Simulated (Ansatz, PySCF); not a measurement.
Species: C$_{4}$H$_{4}$N, net charge -1, singlet state. It need not be the lowest isomer of its formula. Whether it binds its extra electron was not tested at this geometry. 
Structure (B3LYP-D3(BJ)/def2-TZVP (Ansatz, a program for electronic structure) minimum search):
```xyz
9

C     -2.3542     0.0761    -0.0737
C     -1.1385     0.1853     0.4786
C      0.1016    -0.6976     0.1850
C      1.3004     0.0520    -0.1856
N      2.2237     0.6872    -0.4664
H     -2.3393    -0.7409    -0.8354
H     -0.9116     0.9305     1.2508
H     -0.1445    -1.3812    -0.6313
H      0.3733    -1.3133     1.0544
```
Charge -1, spin multiplicity 1.

Total electronic energies in hartree. Correlated levels leave the core frozen unless marked. No spin-orbit coupling. No relativistic terms. CBS(X,Y): correlation extrapolated as X^-3; Hartree-Fock from the larger set. The bracket is a focal-point correction in the basis named.

```tsv
level	program	energy (Eh)
HF/6-31G*	Ansatz	-208.13197
RI-HF/aug-cc-pVQZ	Ansatz	-208.23899
TPSSh-D3(BJ)/def2-TZVPD	PySCF + dftd3	___
r2SCAN0-D4/def2-TZVPD	Ansatz + dftd4	-209.42576
B2GP-PLYP-D4/def2-TZVPD	Ansatz + dftd4	-209.35978
B2GP-PLYP/def2-TZVPD	Ansatz	-209.35692
SCS-MP2/aug-cc-pVTZ	Ansatz	-209.07080
SCS-MP2/cc-pwCVTZ	Ansatz	-209.05987
RI-MP2/CBS(aug-cc-pVTZ,aug-cc-pVQZ)+[CCSD(T)-MP2]/aug-cc-pVTZ	Ansatz	-209.2380
```

Question: Fill in the missing entries.

Answer: 
- TPSSh-D3(BJ)/def2-TZVPD, energy (Eh): -209.59993
